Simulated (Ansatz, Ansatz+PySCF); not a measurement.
| atom | x (Å) | y (Å) | z (Å) |
| --- | --- | --- | --- |
| Al | 0.0000 | 0.0000 | 0.0000 |
| O | 0.0000 | 0.0000 | 1.6180 |

Basis set: def2-SVP (spherical functions). Left uncorrelated: 6 orbitals. Correlation on ROHF uses semicanonical orbitals with singles. Charge 0, multiplicity 2.

Computed with Ansatz (development build ahead of 0.2.0); each method stands on the lowest determinant of its kind that the runs found.

The atomization energy at this shape (free ground-state atoms in the same class of orbitals less the molecule, no zero-point energy) of doublet AlO:

```
method  atomization energy
  ROHF             2.59 eV
   UHF             2.51 eV
```

What does ROHF-MP2 give?

3.84 eV. Caution: the shape is not the minimum. Caution for ROHF-MP2: a plain start can end on a higher determinant; another reference gives a lower total. Caution for UHF: the determinant may break the point group; the unrestricted determinant is spin contaminated.
